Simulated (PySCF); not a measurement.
Isomers of C5H13NSi3, mass 171.036 u with the commonest isotopes. Method: PBE0/pcSseg-1 in PySCF (dipole) on a GFN2-xTB geometry, gas phase. One conformer each, none proved a minimum here; rigid rotors.

Question: Order these by out-of-plane moment Σ m c² = (Ia + Ib − Ic)/2, smallest first.
A. `[N:1]#[C:2][CH2:3][Si@H:4]([SiH3:5])[SiH2:6][CH:7]1[CH2:8][CH2:9]1` with C2–C3–Si4–Si5 64°, C3–Si4–Si6–C7 74°, Si4–Si6–C7–C8 148°
B. `[CH3:1][C@@H:2]([SiH3:3])[Si@@H:4]1[CH2:5][SiH2:6][C@H:7]1[C:8]#[N:9]` with C1–C2–Si4–C5 -69°
C. `[CH3:1][C@@H:2]([SiH3:3])[Si@@H:4]1[CH2:5][SiH2:6][C@@H:7]1[C:8]#[N:9]` with C1–C2–Si4–C5 -87°, C2–Si4–C5–Si6 -108°, Si4–C5–Si6–C7 -8°, C5–Si6–C7–C8 129°, C2–Si4–C7–Si6 109°
D. `[CH3:1][C@@H:2]([SiH3:3])[Si@H:4]1[CH2:5][SiH2:6][C@@H:7]1[C:8]#[N:9]` with C1–C2–Si4–C5 -174°
E. `[CH2:1]=[CH:2][CH2:3][SiH2:4][C:5]([SiH3:6])([SiH3:7])[C:8]#[N:9]` with C1–C2–C3–Si4 106°, C2–C3–Si4–C5 176°, C3–Si4–C5–Si6 58°
F. `[CH3:1][CH2:2][Si@@H:3]1[CH2:4][SiH2:5][C@H:6]([C:7]#[N:8])[SiH2:9]1` with C1–C2–Si3–C4 176°, C2–Si3–C4–Si5 -99°, Si3–C4–Si5–C6 -37°, C4–Si5–C6–C7 165°, Si5–C6–Si9–Si3 -27°

Answer: F (73.99 u·Å²), D (104.86 u·Å²), C (144.93 u·Å²), B (146.06 u·Å²), E (167.01 u·Å²), A (189.39 u·Å²).

Question: Order these by rotational constant C, smallest first.
A. `[CH3:1][C@@H:2]([SiH3:3])[Si@H:4]1[CH2:5][SiH2:6][C@@H:7]1[C:8]#[N:9]` with C1–C2–Si4–C5 -174°
B. `[N:1]#[C:2][CH2:3][Si@H:4]([SiH3:5])[SiH2:6][CH:7]1[CH2:8][CH2:9]1` with C2–C3–Si4–Si5 64°, C3–Si4–Si6–C7 74°, Si4–Si6–C7–C8 148°
C. `[CH3:1][CH2:2][Si@@H:3]1[CH2:4][SiH2:5][C@H:6]([C:7]#[N:8])[SiH2:9]1` with C1–C2–Si3–C4 176°, C2–Si3–C4–Si5 -99°, Si3–C4–Si5–C6 -37°, C4–Si5–C6–C7 165°, Si5–C6–Si9–Si3 -27°
D. `[CH3:1][C@@H:2]([SiH3:3])[Si@@H:4]1[CH2:5][SiH2:6][C@@H:7]1[C:8]#[N:9]` with C1–C2–Si4–C5 -87°, C2–Si4–C5–Si6 -108°, Si4–C5–Si6–C7 -8°, C5–Si6–C7–C8 129°, C2–Si4–C7–Si6 109°
E. `[CH3:1][C@@H:2]([SiH3:3])[Si@@H:4]1[CH2:5][SiH2:6][C@H:7]1[C:8]#[N:9]` with C1–C2–Si4–C5 -69°
F. `[CH2:1]=[CH:2][CH2:3][SiH2:4][C:5]([SiH3:6])([SiH3:7])[C:8]#[N:9]` with C1–C2–C3–Si4 106°, C2–C3–Si4–C5 176°, C3–Si4–C5–Si6 58°

Answer: C (514.8 MHz), F (525.4 MHz), A (570.2 MHz), E (588.0 MHz), B (605.8 MHz), D (665.5 MHz).

Question: Order these by radius of gyration √(Σ m r²/M), smallest first.
A. `[CH3:1][C@@H:2]([SiH3:3])[Si@@H:4]1[CH2:5][SiH2:6][C@@H:7]1[C:8]#[N:9]` with C1–C2–Si4–C5 -87°, C2–Si4–C5–Si6 -108°, Si4–C5–Si6–C7 -8°, C5–Si6–C7–C8 129°, C2–Si4–C7–Si6 109°
B. `[N:1]#[C:2][CH2:3][Si@H:4]([SiH3:5])[SiH2:6][CH:7]1[CH2:8][CH2:9]1` with C2–C3–Si4–Si5 64°, C3–Si4–Si6–C7 74°, Si4–Si6–C7–C8 148°
C. `[CH2:1]=[CH:2][CH2:3][SiH2:4][C:5]([SiH3:6])([SiH3:7])[C:8]#[N:9]` with C1–C2–C3–Si4 106°, C2–C3–Si4–C5 176°, C3–Si4–C5–Si6 58°
D. `[CH3:1][C@@H:2]([SiH3:3])[Si@H:4]1[CH2:5][SiH2:6][C@@H:7]1[C:8]#[N:9]` with C1–C2–Si4–C5 -174°
E. `[CH3:1][CH2:2][Si@@H:3]1[CH2:4][SiH2:5][C@H:6]([C:7]#[N:8])[SiH2:9]1` with C1–C2–Si3–C4 176°, C2–Si3–C4–Si5 -99°, Si3–C4–Si5–C6 -37°, C4–Si5–C6–C7 165°, Si5–C6–Si9–Si3 -27°

Answer: A (2.299 Å), D (2.407 Å), B (2.446 Å), E (2.484 Å), C (2.569 Å).

```tsv
SMILES	point group	Ia (u·Å²)	Ib (u·Å²)	Ic (u·Å²)	κ	μa (D)	μb (D)	μc (D)
CC[Si@@H]1C[SiH2][C@H](C#N)[SiH2]1	C1	318.89	810.73	981.64	-0.80	4.56	2.28	1.60
C[C@@H]([SiH3])[Si@@H]1C[SiH2][C@@H]1C#N	C1	414.77	634.53	759.43	-0.53	0.64	4.47	0.32
C[C@@H]([SiH3])[Si@H]1C[SiH2][C@@H]1C#N	C1	375.39	720.64	886.31	-0.66	4.13	2.72	0.84
C=CC[SiH2]C([SiH3])([SiH3])C#N	C1	344.58	951.25	961.80	-0.99	0.70	0.70	3.39
C[C@@H]([SiH3])[Si@@H]1C[SiH2][C@H]1C#N	C1	343.05	808.56	859.48	-0.92	4.54	2.08	0.98
N#CC[Si@H]([SiH3])[SiH2]C1CC1	C1	462.48	750.56	834.26	-0.72	0.61	1.69	2.31
```
